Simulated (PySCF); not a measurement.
These compounds are isomers of formula C₆H₆ClFO.

A. SMILES C1(OC)=C(Cl)C(F)=CC1
B. `C(/C(=C(\C=C)F)C)(=O)Cl`
C. `C=C[C@@]1(F)C[C@@H]1C(=O)Cl`
D. `C/C=C(C=O)/C(Cl)=C/F`

Spectrum 1. 1H NMR (300 MHz, computed): δ 8.16 (m, 1H), 6.58 (m, 1H), 6.25 (m, 1H), 2.29 (s, 3H). 13C{1H} NMR (computed): δ 178.7 (C), 177.6 (C), 136.9 (CH2), 135.5 (CH), 117.6 (C), 17.8 (CH3).

Spectrum 2. 1H NMR (300 MHz, computed): δ 6.14 (m, 1H), 5.87 (m, 1H), 5.47 (m, 1H), 2.32 (m, 1H), 2.29 (m, 1H), 1.22 (m, 1H). 13C{1H} NMR (computed): δ 177.2 (C), 142.4 (CH), 124.5 (CH2), 88.1 (C), 40.6 (CH), 25.9 (CH2).

Spectrum 3. 1H NMR (300 MHz, computed): δ 10.43 (s, 1H), 9.11 (m, 1H), 7.78 (q, 1H), 2.48 (d, 3H). 13C{1H} NMR (computed): δ 189.4 (CH), 163.1 (CH), 161.1 (CH), 135.6 (C), 124.2 (C), 16.2 (CH3).

Spectrum 4. 1H NMR (300 MHz, computed): δ 5.08 (m, 1H), 4.36 (s, 3H), 2.93 (m, 2H). 13C{1H} NMR (computed): δ 168.6 (C), 167.1 (C), 105.0 (C), 95.3 (CH), 60.0 (CH3), 37.7 (CH2).

Averaged over atoms made equivalent by symmetry, fast rotation or ring inversion, single conformer, no relativistic terms, isolated molecule. Shielding tensors at PBE0/pcSseg-1 (GIAO); geometry: GFN2-xTB; PySCF 2.14.0 with density-fitted response routines.

Shifts are taken against calculated references (same method and geometry level): TMS for 1H (σ = 31.72 ppm) and 13C (σ = 186.93 ppm). Splittings of carbon signals by F and P are missing where no couplings were computed. Where no couplings were computed, multiplicities follow the n + 1 count of equivalent neighbours, and m marks all less simple cases (inequivalent or close neighbours, rings, F or P nearby). Shifts are as computed. Against solution values, carbons near 30 ppm lie about +3 ppm off and those near 130 ppm about +5 ppm; carbons on Cl a further +6 ppm. Of 1211 compounds with measured shifts, 218 miss one by over three times the rms of a fit or turn the order of signals round; such compounds aren't used in these exercises. Carbons bonded to Cl come out too deshielded.

Match each spectrum to its structure.

## Answers

1–B, 2–C, 3–D, 4–A.

- Spectrum 1 (B): 6 13C signals; δC 178.7 is a β carbon of a C=C–C=O unit; δC 136.9 is a terminal =CH2 carbon.
- Spectrum 2 (C): 6 13C signals; δC 142.4 is an alkene CH; δC 124.5 is a terminal =CH2 carbon.
- Spectrum 3 (D): 6 13C signals; δC 189.4 is an aldehyde carbonyl carbon; δC 163.1 is an alkene CH.
- Spectrum 4 (A): 6 13C signals; δC 167.1 is an alkene carbon bearing oxygen; δC 105.0 is a β carbon of an enol-ether or enamine type C=C.
